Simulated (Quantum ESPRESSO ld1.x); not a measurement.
Values are calculated unless marked as measured or tabulated.
Problem. The mean radii <r> (bohr) of the occupied orbitals of an atom or ion are listed with their occupations. Code: ld1.x of Quantum ESPRESSO 7.5. Model: scalar-relativistic Kohn-Sham, relativistic LDA (MacDonald-Vosko exchange, VWN5 correlation), spin-unpolarised, spherical densities, point nucleus.

| orbital | occ. | <r> |
|---|---|---|
| 1s | 2 | 0.02853 |
| 2s | 2 | 0.1230 |
| 2p | 6 | 0.1073 |
| 3s | 2 | 0.3317 |
| 3p | 6 | 0.3295 |
| 3d | 10 | 0.3058 |
| 4s | 2 | 0.7915 |
| 4p | 6 | 0.8522 |
| 4d | 10 | 1.021 |
| 5s | 2 | 2.015 |

Name the element and its charge.

Solution. Z = 51, antimony, charge +3: Sb3+ in [Kr] 4d10 5s2. The 1s radius gives Z: for a bare nucleus <r> = (2 gamma + 1)/(2Z) with gamma = sqrt(1 - (Z/c)^2), 0.028 bohr for Z = 51, and screening makes it slightly larger (0.02853 here). The occupations add up to 48, and the charge is Z minus that.
